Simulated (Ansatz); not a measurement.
Consider the ligand exchange at the Si–C bond: `OC([SiH3])BF` + `N[SiH2]F` → `F[SiH2]N[SiH3]` + `OCBF`.

Computed with Ansatz on PBE0-D4/def2-TZVP structures; ΔE is electronic, products minus reactants. CBS: MP2 limit from def2 TZ/QZ plus the TZ coupled-cluster correction, frozen cores. This one scheme is used for every species. Functionals use def2-TZVPP. B3LYP here is the variant with VWN-RPA as its local correlation; programs differ in this. One conformer a species, not always the lowest.

```
        level  ΔE (kcal/mol)
       r2SCAN          -13.5
         PBE0          -13.2
        B3LYP          -14.6
MP2/CBS(def2)          -15.2
```

(1) What does CCSD(T)/CBS give? (An estimate is asked.)

Largest T1 diagnostic among the species: 0.013.

## Answers

(1) Ansatz gave: -14.9 kcal/mol. The listed levels differ from it by 1.4, 1.7, 0.3, -0.3 kcal/mol.

In def2-TZVPP, CCSD(T) changes the Hartree–Fock value by +4.0 kcal/mol (the triples alone add +0.7 kcal/mol) and MP2 by +3.7 kcal/mol. From PBE to PBE0 (25 % exact exchange), in def2-TZVPP and without D4, ΔE moves by −1.5 kcal/mol.
